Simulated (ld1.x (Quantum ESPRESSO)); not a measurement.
Varying the PAW potential for indium

Base potential:

indium, PAW, made with ld1.x (Quantum ESPRESSO) 7.5 (PBE, scalar-relativistic). Core [Kr], reference 4d10 5s2 5p1. Waves: 5s (bound): rcut 1.95, rcutus 2.20 bohr; 5s channel at 0.35 Ry: rcut 1.95, rcutus 2.20 bohr; 5p (bound): rcut 1.95, rcutus 2.30 bohr; 5p channel at 0.35 Ry: rcut 1.95, rcutus 2.30 bohr; 4d (bound): rcut 1.25, rcutus 1.70 bohr; 4d channel at -0.3 Ry: rcut 1.25, rcutus 1.70 bohr. Local part: all-electron potential smoothed inside 1.35 bohr (lloc = -2). Core correction: Bessel-smoothed model core inside 1.55 bohr. Augmentation charge: BG, radius 1.20 bohr.

All-electron outer shells of the reference configuration (PBE, scalar-relativistic, ld1.x):

```
shell  level (eV)  outermost node (bohr)  outermost maximum (bohr)
   4s     -119.66                   0.41                      0.77
   4p      -78.13                   0.42                      0.82
   4d      -18.62                   0.40                      0.94
   5s       -8.21                   1.02                      2.16
   5p       -2.52                   1.14                      2.85
```

Cutoffs, loose and tight: the cutoffs (Ry, on a coarse ladder) from which the occupation-weighted sum of valence levels, in a spherical-Bessel basis at the reference potential, stays within 10 and 1 mRy of its value at 400 Ry. They do not see the model core or the augmentation charge, which bear on the density cutoff. Test errors are all-electron minus pseudo excitation energies from the reference, over the configurations 4d10 5s2 5p0; 4d10 5s1 5p0; 4d10 5s0 5p0; 4d9 5s0 5p0; 4d10 5s1 5p2; 4d10 5s2 5p1.3; 4d10 5s0 5p3. A dash means not determined; rows that change the core or the reference have their own tests. The largest error is taken over the tests solved by every variant that gives reliable tests at all: 4d10 5s0 5p0; 4d10 5s0 5p3; 4d10 5s1 5p0; 4d10 5s1 5p2; 4d10 5s2 5p0; 4d10 5s2 5p1.3.

A true bound ghost makes a file unfit for plane-wave use even where its test errors are small: the radial tests pick states by their node count and pass the ghost by.

| change | outcome | cutoff, loose | cutoff, tight | bound ghosts | largest test error (meV) |
| --- | --- | --- | --- | --- | --- |
| base | generated | 40 Ry | 70 Ry | none | -8.7 |
| functional BLYP | generated | 40 Ry | 70 Ry | none | +8.9 |
| local potential all-electron potential smoothed inside 1.60 bohr (lloc = -1) | generated | 40 Ry | 70 Ry | s | -7.6 |
| augmentation PSQ, inside the norm-conserving radii | failed: new_paw_hamiltonian: negative rho | – | – | – | – |
| waves 5p (bound): rcut 1.95, rcutus 2.22 bohr; 5p channel at 0.35 Ry: rcut 1.95, rcutus 2.22 bohr | generated | 40 Ry | 70 Ry | none | -9.1 |
| type RRKJ; waves now 5s (bound): rc 2.20 bohr; 4d (bound): rc 1.70 bohr; 5p (bound): rc 2.30 bohr; local potential the p channel | failed: compute_phi: phi has nodes before r_c | – | – | – | – |
| waves 5s (bound): rcut 1.42, rcutus 1.50 bohr; 5s channel at 0.35 Ry: rcut 1.42, rcutus 1.50 bohr | failed: run_pseudo: Errors in PS-KS equation | – | – | – | – |
| waves 4d (bound): rcut 1.25, rcutus 2.14 bohr; 4d channel at -0.3 Ry: rcut 1.25, rcutus 2.14 bohr | generated | 25 Ry | 40 Ry | none | -9.8 |
| local potential all-electron potential smoothed inside 1.24 bohr (lloc = -2) | generated | 40 Ry | 70 Ry | s | -9.3 |

Q: What comes out with this change to the base: wave 4d channel at -0.3 Ry: rcut 1.25, rcutus 1.70 bohr becomes 4d channel at -0.89 Ry: rcut 1.25, rcutus 1.70 bohr?

A: outcome: generated; cutoff, loose: 40 Ry; cutoff, tight: 70 Ry; bound ghosts: none; largest test error (meV): -13.

Q: What comes out with this change to the base: all radii but the core radius scaled by about 1.30 (s 2.86, p 2.98, d 2.20 bohr, rcut 2.54/2.54/1.62); local potential all-electron potential smoothed inside 1.76 bohr (lloc = -2); augmentation BG, radius 1.56 bohr?

A: outcome: generated; cutoff, loose: 25 Ry; cutoff, tight: 40 Ry; bound ghosts: none; largest test error (meV): +55.
